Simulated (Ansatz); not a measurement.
Ligand exchange: SnH3Br + C4H11NSi → SnH3(NH2) + C4H9BrSi

Species: SnH3Br `[Br][SnH3]`, singlet; C4H11NSi `C=C[SiH](N)CC`, singlet; SnH3(NH2), singlet; C4H9BrSi `C=C[SiH](Br)CC`, singlet. The partners trade Br for NH2: Sn–Br and Si–NH2 bonds give way to Sn–NH2 and Si–Br.

Shapes, held fixed at every level: PBE0-D4/def2-TZVP. Flexible molecules stand in one conformer, not always the lowest. Programs: Ansatz 0.2.0. Electronic energies: no zero-point or thermal term.

```tsv
level	kind	ΔE (kJ/mol)
PBE-D4/def2-TZVPP	GGA	+57.9
r2SCAN-D4/def2-TZVPP	meta-GGA	+63.8
r2SCAN0-D4/def2-TZVPP	global hybrid	+67.4
B2PLYP/def2-TZVPP	double hybrid	+64.0
MP2/def2-SVP	perturbation theory	+63.9
CCSD(T)/def2-SVP	coupled cluster or CI	+65.6
CCSD/def2-SVP	coupled cluster or CI	+68.5
MP2/def2-TZVPP	perturbation theory	+54.7
```

MP2/def2-TZVPP gives ΔE = +54.7 kJ/mol; the levels span +54.7 to +68.5. The median of the levels is +63.9. No measured value is set beside it here. For atoms past krypton def2 sets carry core potentials with scalar relativity. Relativity is left out for Br unless named. Correlated rows may include outer-core shells of Br, Sn, which these sets cover unevenly.
